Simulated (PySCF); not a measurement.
CH₇NOSi. Atoms are numbered in the order given.

```xyz
11

C     -1.5584    -0.7170    -0.3158
Si     0.0275     0.2824    -0.2418
N      1.3321    -0.8536    -0.3483
O      0.1801     1.1765     1.1642
H     -1.5719    -1.5086     0.4518
H     -1.6821    -1.1968    -1.3012
H     -2.4316    -0.0666    -0.1483
H      0.0175     1.3366    -1.2939
H      2.2902    -0.5457    -0.4839
H      1.1821    -1.7652    -0.7686
H      0.3954     0.6583     1.9494
```

Coordinates come from a B3LYP-D3(BJ)/def2-SVP optimisation. The structure was generated by enumeration; whether it is a known compound was not checked. Other conformers were not sampled.

Level of theory: PySCF with TDDFT-M06-2X/def2-SVPD.

Vertical excitations. Gas-phase values at a fixed geometry.

Give excitation energies, oscillator strengths and character. (The exact figures need the calculation; the answer reports its results.)


```json
[
 {"state": "S1", "energy (eV)": "6.75", "λ (nm)": "184", "f": "0.038", "main pairs": "HOMO→LUMO 76 %"},
 {"state": "S2", "energy (eV)": "7.73", "λ (nm)": "160", "f": "0.033", "main pairs": "HOMO→LUMO+1 37 %, HOMO−1→LUMO 37 %, HOMO→LUMO 9 %"},
 {"state": "S3", "energy (eV)": "7.95", "λ (nm)": "156", "f": "0.035", "main pairs": "HOMO→LUMO+2 36 %, HOMO→LUMO+1 30 %, HOMO−1→LUMO 18 %"},
 {"state": "S4", "energy (eV)": "8.06", "λ (nm)": "154", "f": "0.014", "main pairs": "HOMO→LUMO+2 36 %, HOMO−1→LUMO 28 %, HOMO→LUMO+1 13 %, HOMO→LUMO 6 %"},
 {"state": "S5", "energy (eV)": "8.33", "λ (nm)": "149", "f": "0.019", "main pairs": "HOMO→LUMO+3 31 %, HOMO→LUMO+5 23 %, HOMO→LUMO+4 16 %, HOMO−1→LUMO+1 8 %"},
 {"state": "S6", "energy (eV)": "8.51", "λ (nm)": "146", "f": "0.004", "main pairs": "HOMO−1→LUMO+1 57 %"},
 {"state": "S7", "energy (eV)": "8.70", "λ (nm)": "142", "f": "0.035", "main pairs": "HOMO→LUMO+4 29 %, HOMO−1→LUMO+2 16 %, HOMO→LUMO+3 16 %, HOMO−2→LUMO 10 %"},
 {"state": "S8", "energy (eV)": "8.77", "λ (nm)": "141", "f": "0.138", "main pairs": "HOMO−1→LUMO+2 51 %, HOMO→LUMO+3 19 %"},
 {"state": "S9", "energy (eV)": "9.01", "λ (nm)": "138", "f": "0.055", "main pairs": "HOMO−2→LUMO 20 %, HOMO→LUMO+3 19 %, HOMO→LUMO+5 15 %, HOMO−2→LUMO+1 10 %"},
 {"state": "S10", "energy (eV)": "9.24", "λ (nm)": "134", "f": "0.080", "main pairs": "HOMO→LUMO+4 30 %, HOMO−2→LUMO 15 %, HOMO−1→LUMO+2 11 %, HOMO−1→LUMO+1 8 %"},
 {"state": "T1", "energy (eV)": "6.51", "λ (nm)": "190", "f": "0", "main pairs": "HOMO→LUMO 68 %, HOMO→LUMO+2 12 %"},
 {"state": "T2", "energy (eV)": "7.45", "λ (nm)": "167", "f": "0", "main pairs": "HOMO→LUMO+1 55 %, HOMO→LUMO 10 %, HOMO−1→LUMO 9 %"},
 {"state": "T3", "energy (eV)": "7.74", "λ (nm)": "160", "f": "0", "main pairs": "HOMO−1→LUMO 58 %, HOMO→LUMO+1 12 %"},
 {"state": "T4", "energy (eV)": "7.91", "λ (nm)": "157", "f": "0", "main pairs": "HOMO→LUMO+2 62 %"}
]
```
Triplets are in the Tamm–Dancoff approximation, which puts them higher than full response would, so one can lie above its singlet here.
